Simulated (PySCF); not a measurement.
Structure with atom numbers: `[SiH3:1][CH2:2][C@:3]12[CH2:4][CH2:5][CH2:6][C@H:7]1[CH2:8][CH2:9][CH2:10]2` (H(Xn): hydrogen on atom n). Ha(C8), Ha(C9), Ha(C10) are cis to C6 on the ring; Ha(C4), Ha(C5), Ha(C6) are cis to C8 on the ring; Hb(C8), Hb(C9), Hb(C10) are trans to C6 on the ring; Hb(C4), Hb(C5), Hb(C6) are trans to C8 on the ring.

Geometry: PBE0-D3(BJ)/def2-SVP; GIAO shifts from PySCF, gas phase, non-relativistic, averaged over equivalent atoms.

At wB97X-D/pcSseg-1 (267 basis functions, 4 min wall time on 1 thread of an AMD EPYC, shared host):
| atoms | δ (ppm) |
| --- | --- |
| Si1 | -69.0 |
| C3 | 51.2 |
| C7 | 50.1 |
| C4/C10 | 45.5 |
| C6/C8 | 36.1 |
| C5/C9 | 27.9 |
| C2 | 24.2 |
| H(Si1) | 3.83 |
| H(C7) | 1.78 |
| Hb(C6)/Hb(C8) | 1.65 |
| Ha(C5)/Ha(C9) | 1.44 |
| Hb(C5)/Hb(C9) | 1.39 |
| Ha(C4)/Ha(C10) | 1.37 |
| Hb(C4)/Hb(C10) | 1.33 |
| Ha(C6)/Ha(C8) | 1.13 |
| H(C2) | 0.76 |

δ = σ(ref) − σ, references computed at the same level: ²⁹Si (352.93 ppm) and ¹³C (184.54 ppm) and ¹H (31.38 ppm) vs TMS.

Predict the values at PBE0/pcSseg-1 on the same geometry.

## Answers


```
         atoms  δ at PBE0/pcSseg-1  change
           Si1               -71.1    -2.1
            C3                51.6    +0.4
            C7                50.3    +0.2
        C4/C10                45.9    +0.4
         C6/C8                36.6    +0.5
         C5/C9                28.1    +0.2
            C2                24.6    +0.4
        H(Si1)                3.86   +0.03
         H(C7)                1.85   +0.07
 Hb(C6)/Hb(C8)                1.70   +0.05
 Ha(C5)/Ha(C9)                1.49   +0.05
 Hb(C5)/Hb(C9)                1.42   +0.03
Ha(C4)/Ha(C10)                1.41   +0.04
Hb(C4)/Hb(C10)                1.38   +0.05
 Ha(C6)/Ha(C8)                1.17   +0.04
         H(C2)                0.86   +0.10
```

Referencing at the same level of theory: TMS for ²⁹Si (σ = 351.99 ppm) and ¹³C (σ = 184.41 ppm) and ¹H (σ = 31.27 ppm).

The largest change is at Si1 (silicon bonded to C, 3 H). Cost: 267 basis functions, 3.6 min wall time on 1 thread of an AMD EPYC, shared host. The order of the carbon signals is the same at both levels.
